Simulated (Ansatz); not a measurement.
Relaxation of C₂H₄NSi (8 atoms, charge 0, multiplicity 2), to a largest force component of 0.015 eV/Å in at most 40 steps.

Computed with UKS CAM-B3LYP/STO-3G in Ansatz 0.2.0.

```xyz
8
Properties=species:S:1:pos:R:3
C 2.352 -1.438 1.518
C 1.260 -0.448 0.863
Si -0.051 0.665 0.051
N -1.073 -0.215 -0.855
H 0.608 1.614 -0.891
H -0.805 1.413 1.080
H -1.002 -0.047 -1.832
H -2.043 0.018 -0.607
```

Task: Where does it end, and by what steps?

Result: The forces met the threshold. Limits of this set-up: minimal basis. After 17 steps the energy has fallen by 3.520 eV; C1 moved furthest, 0.57 Å.

```json
{"step": "0", "energy less start (eV)": "0.0000", "largest force component (eV/Å)": "6.230", "accepted": "yes"}
{"step": "1", "energy less start (eV)": "-2.3500", "largest force component (eV/Å)": "2.843", "accepted": "yes"}
{"step": "2", "energy less start (eV)": "-3.3580", "largest force component (eV/Å)": "1.056", "accepted": "yes"}
{"step": "3", "energy less start (eV)": "-3.3911", "largest force component (eV/Å)": "0.803", "accepted": "yes"}
{"step": "4", "energy less start (eV)": "-3.3948", "largest force component (eV/Å)": "0.670", "accepted": "yes"}
{"step": "5", "energy less start (eV)": "-3.4043", "largest force component (eV/Å)": "0.169", "accepted": "yes"}
{"step": "6", "energy less start (eV)": "-3.4102", "largest force component (eV/Å)": "0.176", "accepted": "yes"}
{"step": "7", "energy less start (eV)": "-3.3402", "largest force component (eV/Å)": "2.093", "accepted": "no"}
{"step": "8", "energy less start (eV)": "-3.4284", "largest force component (eV/Å)": "0.256", "accepted": "yes"}
{"step": "9", "energy less start (eV)": "-3.4484", "largest force component (eV/Å)": "0.613", "accepted": "yes"}
{"step": "10", "energy less start (eV)": "-3.4926", "largest force component (eV/Å)": "0.443", "accepted": "yes"}
{"step": "11", "energy less start (eV)": "-3.5002", "largest force component (eV/Å)": "0.999", "accepted": "yes"}
{"step": "12", "energy less start (eV)": "-3.4051", "largest force component (eV/Å)": "1.888", "accepted": "no"}
{"step": "13", "energy less start (eV)": "-3.5175", "largest force component (eV/Å)": "0.178", "accepted": "yes"}
{"step": "14", "energy less start (eV)": "-3.5190", "largest force component (eV/Å)": "0.065", "accepted": "yes"}
{"step": "15", "energy less start (eV)": "-3.5197", "largest force component (eV/Å)": "0.063", "accepted": "yes"}
{"step": "16", "energy less start (eV)": "-3.5198", "largest force component (eV/Å)": "0.070", "accepted": "yes"}
{"step": "17", "energy less start (eV)": "-3.5198", "largest force component (eV/Å)": "0.001", "accepted": "yes"}
```

```xyz
8
Properties=species:S:1:pos:R:3
C 1.871 -1.309 1.240
C 1.135 -0.463 0.775
Si 0.021 0.809 0.071
N -1.234 0.160 -0.952
H 0.829 1.702 -0.719
H -0.604 1.494 1.172
H -0.884 -0.342 -1.793
H -1.888 -0.488 -0.468
```

Whether the end is a true minimum wasn't checked by a vibrational analysis.

Run time: 56 s on 1 thread of Arm Neoverse V1, with other jobs on the host, peak memory 0.14 GiB.
